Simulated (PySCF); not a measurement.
One of the candidates below gave these computed data.

All candidates are C6H8FN.

| technique | computed result |
| --- | --- |
| UV, first state | lowest singlet excitation: 7.14 eV (174 nm, f = 0.001) [TDDFT wB97X-D/def2-SVPD] |
| Triplet | lowest triplet excitation (Tamm–Dancoff): 6.39 eV [TDA wB97X-D/def2-SVPD] |
| Dipole | 4.12 D [wB97X-D/def2-SVPD] |
| Rotational structure | rotational constants A, B, C: 3.029, 1.740, 1.551 GHz [GFN2-xTB] |
| UV, strongest line | among the 8 lowest singlet transitions: S6 at 8.90 eV (139 nm, f = 0.035) [TDDFT wB97X-D/def2-SVPD] |
| Polarisability | 71.1 au [wB97X-D/def2-SVPD] |

Gas-phase values; electronic properties from PySCF, density fitting. Levels stand in brackets. Isolated species at its GFN2-xTB geometry (one conformer only).

**Question.** Which candidate is it?
A. `C[C@@H]1CC[C@@]1(F)C#N`
B. `C[C@@H]1C[C@@H](C#N)[C@H]1F`
C. `C=C=C/C(=C\F)CN`

**Answer.** A. It is `C[C@@H]1CC[C@@]1(F)C#N`. Numbering: `[CH3:1][C@@H:2]1[CH2:3][CH2:4][C@@:5]1([F:6])[C:7]#[N:8]`. Its formula, C6H8FN, gives 3 degrees of unsaturation: 1 ring and 2 π bonds in the structure found. The optimised geometry has point group C1 and is an asymmetric top.

The others, at the same levels:
- `C[C@@H]1C[C@@H](C#N)[C@H]1F` fails: its computed lowest singlet excitation is 7.69 eV (161 nm, f = 0.000) (against 7.14 eV), rotational constant A is 3.600 GHz (against 3.029 GHz) and smallest rotational constant is 1.242 GHz (against 1.551 GHz).
- `C=C=C/C(=C\F)CN` fails: its computed lowest singlet excitation is 5.57 eV (223 nm, f = 0.001) (against 7.14 eV), lowest triplet excitation (Tamm–Dancoff) is 3.49 eV (against 6.39 eV) and strongest line among the 8 lowest singlet transitions is S3 at 5.88 eV (211 nm, f = 0.675) (against S6 at 8.90 eV).

Each candidate is one conformer, not necessarily the lowest. Dipoles, sizes and rotational constants follow the conformer. The torsions of the flexible species, by atom-mapped SMILES:
- `[CH2:1]=[C:2]=[CH:3]/[C:4](=[CH:5]\[F:6])[CH2:7][NH2:8]`: C2–C3–C4–C5 179°, C3–C4–C7–N8 180°, H–N8–C7–C4 60°, H–N8–C7–C4 -61°
